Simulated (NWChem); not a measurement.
Species: BCl cation, doublet

```xyz
2

B      0.0000     0.0000    -1.2134
Cl     0.0000     0.0000     0.3903
```
Atoms are numbered in this order, from 1.

Level: PBE0/def2-SVP, spin-unrestricted (NWChem), optimised geometry, unscaled harmonic frequencies. 

Task: List the harmonic frequencies with IR intensities, and the thermochemistry.

Result: 
| frequency (cm⁻¹) | IR intensity (km/mol) |
|---|---|
| 1162 | 179.0 |

```
Property                                                                          Result
-----------------------------------------------------------------------  ---------------
zero-point energy                                                           1.7 kcal/mol
thermal correction to the enthalpy at 298.15 K (with zero-point energy)     3.7 kcal/mol
heat capacity Cv                                                         5.2 cal/(mol K)
```

Rigid rotor and harmonic oscillator.
